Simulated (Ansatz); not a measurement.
Ansatz results at the PBE0-D4/def2-TZVP geometry: size of the dipole moment (ωB97M-V/def2-TZVPP) 1.15 D; LUMO energy (PBE/def2-TZVPP) -1.86 eV; HOMO energy (ωB97M-V/def2-TZVPP) -9.75 eV.

Each molecule was computed in one conformer, which needn't be the lowest.

(1) Which molecule gave them?
A. `[OH][SnH2][O][SiH3]`
B. `OCB(F)Br`
C. `[SiH3]O[SiH2]BS`
D. `OB(S)[SiH2][SiH3]`

Answers

(1) D. The others give `[OH][SnH2][O][SiH3]`: 1.94, -1.55, -10.72; `[SiH3]O[SiH2]BS`: 0.54, -2.71, -10.19; `OCB(F)Br`: 0.61, -1.98, -10.72.
